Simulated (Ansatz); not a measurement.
`P[TeH]` + `N[SiH3]` → `N[SiH2]P` + H₂Te  (formal exchange of groups at a P–Te bond)

Gas-phase electronic energies from Ansatz, PBE0-D4/def2-TZVP geometries. CBS: MP2 limit from def2 TZ/QZ plus the TZ coupled-cluster correction, frozen cores. This one scheme is used for every species. Elements past krypton have def2 core potentials. For Te outer-core shells are correlated without core-valence functions, which leaves a few kJ/mol of doubt a bond. Each species was taken in one conformer, which may not be the lowest.

`P[TeH]`:

Cartesian coordinates in Å:
```
P 0.152 0.894 0.238
Te -0.139 -1.449 -0.481
H 0.133 0.626 1.631
H -1.226 1.233 0.207
H 1.080 -1.304 -1.595
```

`N[SiH3]`:

Cartesian coordinates in Å:
```
N 0.569 0.874 0.226
Si -0.267 -0.596 -0.091
H 0.217 1.505 0.928
H 0.983 1.385 -0.537
H -0.525 -1.264 1.211
H -1.581 -0.463 -0.790
H 0.605 -1.441 -0.947
```

`N[SiH2]P`:

Z-matrix (Å, degrees):
```
Si
P 1 2.257
N 1 1.718 2 108.0
H 1 1.494 2 110.1 3 -126.2
H 1 1.487 2 109.1 3 115.8
H 2 1.424 1 92.6 3 68.3
H 2 1.423 1 93.3 3 161.0
H 3 1.007 1 119.9 2 149.4
H 3 1.007 1 121.1 2 -63.7
```

H₂Te:

Cartesian coordinates in Å:
```
Te -0.134 0.355 -0.678
H 1.214 0.061 0.237
H -1.079 -0.416 0.441
```

| species | MP2/def2-SVP energy (Eh) |
| --- | --- |
| `P[TeH]` | -609.61105 |
| `N[SiH3]` | -346.45431 |
| `N[SiH2]P` | -687.79027 |
| H₂Te | -268.27138 |

(1) Work out ΔE.

Largest T1 diagnostic among the species: 0.012.

## Answers

(1) ΔE = (-687.79027) + (-268.27138) − (-609.61105) − (-346.45431) = 0.00371 Eh = +9.7 kJ/mol. CCSD(T)/CBS gives +13.9 kJ/mol.

Leaving LDA and LC-ωPBE aside and taking each functional with its dispersion term where it has one, the values, not all of them listed here, spread over 12.1 kJ/mol, from B97M-V to BHLYP-D4. LDA lies −7.6 kJ/mol from PBE without D4. In def2-TZVPP, CCSD(T) changes the Hartree–Fock value by −9.4 kJ/mol (the triples alone add +0.1 kJ/mol) and MP2 by −3.4 kJ/mol.
